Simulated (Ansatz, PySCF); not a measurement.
This PySCF input computes a SVWN5/def2-TZVPD energy:

```python
from pyscf import gto, scf, dft

mol = gto.M(
    atom='''
    I    -0.00000000   -0.00000000   -1.30342046
    I     0.00000000    0.00000000    1.30342046
    ''',
    basis='def2-tzvpd',
    ecp='def2-tzvp',
    charge=1,
    spin=1,
    symmetry='D2h',
    verbose=4,
)

mf = dft.UKS(mol, xc='svwn').density_fit(auxbasis='def2-universal-jkfit')
mf.grids.level = 3
mf.conv_tol = 1e-9
mf.max_cycle = 100
mf.max_memory = 1500
mf.kernel()
if not mf.converged:
    mf = mf.newton()
    mf.kernel(mf.make_rdm1())
mf.analyze()
```

Problem. Write an input for the same energy in Ansatz (a first-principles code) and say what it gives.

Solution. 
Ansatz 0.2 input:
```yaml
crystal:
  periodic: [false, false, false]
  atoms:
    - {symbol: I, position_ang: [-0.00000000, -0.00000000, -1.30342046]}
    - {symbol: I, position_ang: [0.00000000, 0.00000000, 1.30342046]}
basis:
  gaussian:
    orbitals: def2-TZVPD
hamiltonian:
  xc: {name: SVWN5}
total_charge: 1
magnetization: {spin_polarized: true, initial_magnetization: 1}
output: {forces: true}
```
It gives -594.27440 Eh, and PySCF -594.27440 Eh, a difference of 0.00 mEh.
